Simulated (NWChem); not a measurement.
System: CCl3F; SMILES ClC(Cl)(Cl)F

Results from NWChem. Pople sets run with spherical d functions. Each level has its own optimisation. Computed dipoles belong to the equilibrium geometry; the measured one is vibrationally averaged.

Measured dipole moment: 0.45 D (NIST CCCBDB, as tabulated in the package chemicals).

```
level                                 dipole moment (D)  computed − measured
------------------------------------  -----------------  -------------------
Hartree-Fock/STO-3G                                0.87                +0.42
Hartree-Fock/3-21G                                 0.48                +0.03
Hartree-Fock/6-31G*                                0.44                -0.01
B3LYP/6-31G*                                       0.17                -0.28
LDA (Slater exchange, VWN5)/def2-SVP               0.25                -0.20
PBE/def2-SVP                                       0.21                -0.24
BLYP/def2-SVP                                      0.23                -0.22
PBE0/def2-SVP                                      0.30                -0.15
```
